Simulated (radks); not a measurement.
Values are calculated unless marked as measured or tabulated.
Q: Species: the tellurium ion Te3+. Configuration: [Kr] 4d10 5s2 5p1 (the NIST ground configuration). Level of theory: Dirac Kohn-Sham, Slater X-alpha with alpha = 0.667, spin-unpolarised, spherical densities, finite nucleus; open shells fill j = l - 1/2 first; Fermi nuclear charge, rms radius 4.7423 fm (a radial shooting solver on a logarithmic mesh with Libxc functionals). Some entries of the table are withheld. Estimate them.

orbital  occ.  eigenvalue (eV)  <1/r> (bohr^-1)
1s1/2       2        -31597.18            55.52
2s1/2       2        -4869.253            12.93
2p1/2       2        -4566.516              (1)
2p3/2       4        -4292.420              (2)
3s1/2       2        -991.6870            4.595
3p1/2       2        -866.9505            4.508
3p3/2       4        -815.8887            4.270
3d3/2       4        -594.9087            4.125
3d5/2       6        -584.2195            4.063
4s1/2       2        -192.7360            1.840
4p1/2       2        -149.7933            1.728
4p3/2       4        -139.9805            1.649
4d3/2       4              (3)            1.387
4d5/2       6              (4)            1.367
5s1/2       2         -41.5739           0.6783
5p1/2       1              (5)              (6)
5p3/2       0              (7)              (8)

A: 
(1) 2p1/2 <1/r> (bohr^-1): 12.92
(2) 2p3/2 <1/r> (bohr^-1): 11.95
(3) 4d3/2 eigenvalue (eV): -71.3120
(4) 4d5/2 eigenvalue (eV): -69.8242
(5) 5p1/2 eigenvalue (eV): -31.4195
(6) 5p1/2 <1/r> (bohr^-1): 0.5903
(7) 5p3/2 eigenvalue (eV): -30.1913
(8) 5p3/2 <1/r> (bohr^-1): 0.5691
